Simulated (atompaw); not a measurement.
**Cutoff test, praseodymium, PAW (atompaw)**

atompaw 4.2.0.5 input, output lines left out:

```
Pr 59
LDA-PW scalarrelativistic loggrid 2001 logderivrange -2 5 176
6 6 5 4 0 0
6 1 0
5 2 1
4 3 2
0 0 0
c
c
c
c
c
v
c
c
c
c
v
c
c
v
c
2
3.76 3.58 3.26 2.14
y
4.75
n
y
0.6
n
y
2.55
n
custom rrkj gramschmidtortho sinc
bessel
3.76
3.76
3.76
3.76
2.96
2.96
```

The pseudo-atom Hamiltonian at the reference potential is diagonalised in spherical Bessel functions j_l(qr) that vanish at 20 bohr, with q² up to the cutoff. All-electron valence levels (Ry): 6s -0.2900, 6p -0.1034, 5d -0.2299.

Task: How do the lowest levels (Ry) of each channel move with the cutoff, and are there ghosts?

Result:

| cutoff (Ry) | s #1 | p #1 | p #2 | d #1 | d #2 | f #1 | Σ f·Δε (mRy) |
| --- | --- | --- | --- | --- | --- | --- | --- |
| 8 | -0.2900 | -0.1033 | 0.0469 | -0.2211 | 0.0443 | 0.0942 | 8.8 |
| 10 | -0.2900 | -0.1033 | 0.0469 | -0.2288 | 0.0439 | 0.0942 | 1.1 |
| 12 | -0.2900 | -0.1033 | 0.0469 | -0.2298 | 0.0439 | 0.0942 | 0.2 |
| 15 | -0.2900 | -0.1033 | 0.0469 | -0.2298 | 0.0439 | 0.0942 | 0.2 |
| 18 | -0.2900 | -0.1033 | 0.0469 | -0.2299 | 0.0439 | 0.0942 | 0.0 |
| 400 | -0.2900 | -0.1033 | 0.0469 | -0.2299 | 0.0439 | 0.0942 | 0.0 |

Result: no extra level below or beside the all-electron valence levels (s, p, d, f tested); 10 mRy is reached at 8 Ry and 1 mRy at 12 Ry.
